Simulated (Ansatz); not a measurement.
GaSn₆⁺, relaxed as a singlet with RKS B3LYP-D4/def2-SVP in Ansatz, starting from the GFN2-xTB geometry. Force threshold 0.02 eV/Å.

In the def2 sets Sn takes a core potential; there is no spin–orbit coupling. Another isomer (singlet) lies 0.45 eV lower at PBE0-D4/def2-TZVP; other spin states weren't run for this one.

Start:

| atom | x (Å) | y (Å) | z (Å) |
| --- | --- | --- | --- |
| Ga1 | 2.935 | -2.063 | 0.494 |
| Sn2 | 0.032 | -0.979 | -0.184 |
| Sn3 | -0.619 | 1.242 | 1.822 |
| Sn4 | 0.348 | 1.851 | -1.311 |
| Sn5 | -2.240 | 0.892 | -0.518 |
| Sn6 | -2.463 | -1.847 | -1.093 |
| Sn7 | 2.006 | 0.903 | 0.790 |

Q: Estimate the energy that the relaxation releases and the steps that it takes.

A: 31.0 kJ/mol, in 8 steps; 72 s on 4 threads of Arm Neoverse V2 on a shared host. No frequencies were taken in this run, so the end may be a saddle point.

Q: Does the start keep its bonding and symmetry?

A: By distances, no bond broke or formed. The bond that changes most is Sn2–Sn5, from 2.96 to 3.22 Å (atoms count from 1). Point group Cs at the start, Cs at the end, both within 0.05 Å.

Q: Predict the relaxed structure.

A: 
```xyz
7

Ga    2.941   -1.984    0.516
Sn    0.082   -1.134   -0.197
Sn   -0.644    1.173    1.901
Sn    0.369    1.814   -1.411
Sn   -2.309    1.004   -0.514
Sn   -2.524   -1.829   -1.116
Sn    2.085    0.957    0.821
```
Bond lengths (bridged metal pairs left out): 10 × Sn–Sn 2.85 to 3.22 Å; 2 × Ga–Sn 3.07 to 3.08 Å.
